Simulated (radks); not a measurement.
Ta2+, configuration [Xe] 4f14 5d3.

All-electron calculation, scalar-relativistic Kohn-Sham, r2SCAN, spin-unpolarised, spherical densities, finite nucleus; meta-GGA in the generalised Kohn-Sham scheme; Fermi nuclear charge, rms radius 5.3507 fm; hard spherical wall at 4 bohr. Program: a radial shooting solver on a logarithmic mesh with Libxc functionals.

Energy parts (Ry):
part                       energy
total                 -31205.9697
kinetic                34279.0025
electron-nucleus      -76995.3167
Hartree                12141.0797
exchange-correlation    -630.7351

Orbitals (lengths in bohr, moments of r in powers of bohr; <r^-3> diverges for s and p1/2; r(90%) holds 90 % of the orbital's charge):
orbital,occ.,eigenvalue (Ry),<r^-3>,r(90%),<r>,<r^2>
1s,2,-4957.544,-,0.0340,0.01867,0.0004789
2s,2,-854.4417,-,0.122,0.07894,0.007374
2p,6,-748.7496,18750,0.115,0.07057,0.006085
3s,2,-197.2040,-,0.300,0.2046,0.04785
3p,6,-165.6157,4171,0.306,0.2047,0.04859
3d,10,-128.6854,537.1,0.288,0.1857,0.04040
4s,2,-41.38860,-,0.658,0.4589,0.2376
4p,6,-30.98075,956.6,0.708,0.4875,0.2703
4d,10,-17.58677,105.3,0.784,0.5231,0.3172
5s,2,-6.47855,-,1.59,1.106,1.376
5p,6,-3.97746,130.2,1.90,1.294,1.896
4f,14,-2.81311,17.24,1.07,0.6393,0.5206
5d,3,-1.15344,7.553,2.66,1.788,3.601
6s,0,-0.90254,-,3.13,2.325,5.878
6p,0,-0.11395,43.52,3.26,2.442,6.519
5f,0,0.87040,1.049,3.23,2.434,6.364

The highest occupied level is 5d at -15.693 eV. The pressure on the wall is 26.5 GPa.
